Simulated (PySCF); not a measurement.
**Electric field gradients and quadrupole coupling constants**

C₇H₁₄O.
Geometry (GFN2-xTB, Å), atoms numbered from 1 in this order:
```xyz
22
C7H14O angstrom
C      2.352    0.719   -0.115
C      0.905    0.344    0.206
C      0.697   -1.158   -0.022
C     -0.586   -1.703    0.601
C     -1.852   -0.953    0.176
O     -1.923    0.328    0.765
C     -1.429    1.394   -0.009
C     -0.056    1.170   -0.659
H      2.527    1.776    0.075
H      2.573    0.517   -1.161
H      3.041    0.142    0.498
H      0.709    0.571    1.259
H      1.540   -1.703    0.410
H      0.696   -1.358   -1.097
H     -0.518   -1.634    1.688
H     -0.696   -2.756    0.333
H     -1.926   -0.892   -0.916
H     -2.726   -1.498    0.549
H     -1.378    2.229    0.696
H     -2.156    1.654   -0.796
H     -0.177    0.676   -1.626
H      0.372    2.155   -0.854
```

Field gradients from the PBE0/pcSseg-1 density (PySCF, non-relativistic), principal values in atomic units, ordered |Vxx| ≤ |Vyy| ≤ |Vzz|:

```tsv
atom	Vxx	Vyy	Vzz
O6	-0.0486	-1.9761	2.0247
```

Find the asymmetry η = (Vxx − Vyy)/Vzz and the couplings χ = eQV/h (234.96 MHz × Q in barn × V in au), with Q(17O) = −0.0256 b.

```
atom          environment  nucleus     η  χzz (MHz)  χxx (MHz)  χyy (MHz)
  O6  cyclic ether oxygen      17O  0.95     -12.18       0.29      11.89
```

At O6 η is above 0.9: Vyy and Vzz are nearly equal in size and opposite in sign, so a small change could swap them and flip the sign of χzz. The tensor is traceless: Vxx + Vyy + Vzz = 0.

What is Vzz at O6 in SI units (1 au = 9.71736 × 10²¹ V/m²)?

2.0247 au = 19.675 × 10²¹ V/m².

And the gradient at the other heavy atoms, for which no coupling is worked out here?

```csv
atom,environment,Vzz (au),η
C1,methyl carbon,0.040,0.23
C2,sp3 CH carbon,-0.050,0.47
C3,ring CH2 carbon,-0.041,0.35
C4,ring CH2 carbon,-0.040,0.37
C5,sp3 carbon bound to oxygen,0.357,0.19
C7,sp3 carbon bound to oxygen,0.357,0.21
C8,ring CH2 carbon,-0.038,0.27
```

What couplings would deuterons (Q(2H) = 0.00286 b) have in place of the hydrogens, at this geometry?

```
atom  bonded to  bond length (Å)  Vzz (au)     η  χzz (kHz)
  H9         C1            1.088    0.3159  0.02        212
 H10         C1            1.088    0.3141  0.02        211
 H11         C1            1.088    0.3155  0.02        212
 H12         C2            1.095    0.2957  0.02        199
 H13         C3            1.093    0.3031  0.03        204
 H14         C3            1.094    0.3014  0.02        203
 H15         C4            1.092    0.3032  0.03        204
 H16         C4            1.092    0.3056  0.02        205
 H17         C5            1.097    0.2897  0.08        195
 H18         C5            1.096    0.2921  0.05        196
 H19         C7            1.094    0.2948  0.06        198
 H20         C7            1.103    0.2804  0.06        188
 H21         C8            1.092    0.3030  0.02        204
 H22         C8            1.092    0.3048  0.03        205
```

The structure is a single GFN2-xTB conformer in the gas phase; no vibrational or solvent corrections. GFN2-xTB bond lengths can be off by several hundredths of an ångström, more for odd bonds, and the gradients follow them. With a basis this small, the couplings can be 20 % off.

These values come from a run that also computed NMR shieldings. The run took 37 s of wall time on an Arm Neoverse V1 with one thread, shared host, and the process peaked at 1.0 GiB of memory.
